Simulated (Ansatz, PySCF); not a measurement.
Conformers of C5H6O (SMILES C=CC(=O)C=C), B3LYP-D3(BJ)/def2-TZVP minima from an xTB search, which can miss the lowest.
Conformer 1 (charge 0, multiplicity 1):
```xyz
12

C     -2.4505    -0.0107    -0.2137
C     -1.1870     0.1683    -0.5867
C     -0.0513    -0.1213     0.3326
O     -0.2260    -0.5339     1.4643
C      1.3111     0.1248    -0.2171
C      2.4056    -0.0954     0.5048
H     -2.6755    -0.3759     0.7809
H     -3.2772     0.1988    -0.8794
H     -0.9463     0.5332    -1.5789
H      1.3805     0.4926    -1.2346
H      2.3204    -0.4630     1.5200
H      3.3962     0.0825     0.1080
```

Cores are frozen in the correlated methods. CBS(a, b) extrapolates the correlation energy as X⁻³ and adds the Hartree–Fock energy of set b. MP2 and its Hartree–Fock in cc-pVQZ are density fitted. Rows in 6-31G* carry no dispersion term and start afresh at each structure (6-31G* with six Cartesian d functions).

Run with Ansatz (Gaussian orbitals); PySCF for 6-31G* rows. 

Electronic energies of 3 conformers above conformer 1 (kcal/mol):

```tsv
level	conformer 1	conformer 2	conformer 3
PBE/def2-TZVPP	0.00	0.30	1.50
B3LYP/6-31G*	0.00	0.78	2.41
wB97M-V/def2-TZVPP	0.00	0.45	1.52
MP2/CBS(cc-pVTZ, cc-pVQZ) + ΔCCSD(T)/cc-pVTZ	0.00	0.11	1.03
```

Problem. Give Boltzmann populations at 298.15 K for each level, counting each conformer once and leaving out zero-point, thermal and symmetry terms.

Solution. 
Weights exp(−E/RT) with RT = 0.5925 kcal/mol, divided by their sum:
- PBE/def2-TZVPP: 59 %, 36 %, 5 %
- B3LYP/6-31G*: 78 %, 21 %, 1 %
- wB97M-V/def2-TZVPP: 65 %, 30 %, 5 %
- MP2/CBS(cc-pVTZ, cc-pVQZ) + ΔCCSD(T)/cc-pVTZ: 50 %, 41 %, 9 %
The share of conformer 1 runs from 50 to 78 % over these levels.

Ansatz is an electronic-structure program.
